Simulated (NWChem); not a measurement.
Species: Si2H2Cl2F2; SMILES [SiH](Cl)([SiH](F)F)Cl

```xyz
8

Si     0.0004    -1.5062     0.3834
F      1.3150    -2.3122    -0.1525
F     -1.3165    -2.3113    -0.1482
Si     0.0002     0.6453    -0.5519
Cl    -1.7051     1.6024     0.1531
Cl     1.7052     1.6019     0.1548
H      0.0028    -1.5177     1.8793
H      0.0009     0.7100    -2.0482
```
Atoms are numbered in this order, from 1.

Results from NWChem. Pople sets run with spherical d functions. The geometry was optimised at PBE-D3(BJ)/def2-SVP. Level B3LYP/6-31G*: energy and gradient on several grids; changes count from the extra-fine grid, which is no exact limit either.

| grid | size of the energy change (μHa) | largest change of a gradient component (μHa/bohr) |
|---|---|---|
| xcoarse | 10000 | 3000 |
| coarse | 20 | 200 |
| medium | < 10 | 60 |
| fine | < 10 | < 30 |
| xfine | < 10 | < 30 |
